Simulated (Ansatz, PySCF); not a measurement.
Reaction (SMILES): [CH2-]CO -> [CH2-]OC
Structures are relaxed separately at B3LYP-D3(BJ)/def2-TZVP in Ansatz (a quantum-chemistry and plane-wave program), one conformer each, not searched for the lowest.

Property: isomerisation energy (enthalpy at 298 K, with B3LYP-D3(BJ) rigid-rotor harmonic-oscillator terms from PySCF), in kcal/mol. Correlated levels leave the core frozen unless marked. No spin-orbit coupling. Non-relativistic. Anions need diffuse functions: aug- sets have them; def2-D sets add few; the other sets have none. CBS marks a two-point X^-3 extrapolation of the correlation energy; Hartree-Fock from the larger set. The bracket is a focal-point correction in the basis named.

```tsv
level	program	isomerisation energy (kcal/mol)
HF/cc-pVDZ	Ansatz	6.8
```

### Question
Estimate the value at RI-MP2/CBS(aug-cc-pVTZ,aug-cc-pVQZ)+[CCSD(T)-MP2]/aug-cc-pVTZ as computed with Ansatz.

### Answer
18.2 kcal/mol, so HF/cc-pVDZ differs from it by -11.4 kcal/mol.
